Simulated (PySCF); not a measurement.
**A small calculation by hand: entropy of an ideal gas**

GeH₂ClBr, SMILES [Br][GeH2][Cl].

Geometry: PBE-D3(BJ)/def2-SVP.

PBE-D3(BJ)/def2-SVP (PySCF 2.14.0) gives the harmonic wavenumbers 119, 301, 417, 479, 618, 746, 819, 2097, 2120 cm⁻¹ and the rotational temperatures 0.3202, 0.0657, 0.0554 K. The molar mass is 190.00 g/mol, the symmetry number 1, the spin multiplicity 1.

Q: Work out the entropy at 298.15 K and 1 atm in the rigid-rotor, harmonic-oscillator model.

A: 
Translation (Sackur–Tetrode at 1 atm): S = R[1.5 ln M + 2.5 ln T − 1.16487] = 174.2 J/(mol K).
Rotation: q = (√π/σ) T^1.5/√(θA θB θC) = 267000, S = R[ln q + 3/2] = 116.4 J/(mol K).
Vibration: with u = 1.4388 ν/T, each mode gives R[u/(e^u − 1) − ln(1 − e^−u)]:
| ν (cm⁻¹) | modes | u | S (J/(mol K)) |
|---|---|---|---|
| 119 | 1 | 0.57 | 13.04 |
| 301 | 1 | 1.45 | 5.91 |
| 417 | 1 | 2.01 | 3.77 |
| 479 | 1 | 2.31 | 2.98 |
| 618 | 1 | 2.98 | 1.76 |
| 746 | 1 | 3.60 | 1.07 |
| 819 | 1 | 3.95 | 0.80 |
The stiffer modes add less than 0.005 each. Sum 29.3 J/(mol K).
Spin: R ln 1 = 0.0 J/(mol K).
Total 319.9 J/(mol K); the program's own thermochemistry gives 319.9. Translation makes up 54 % and vibration 9 %. Anharmonicity, hindered rotation and orbital degeneracy are left out.
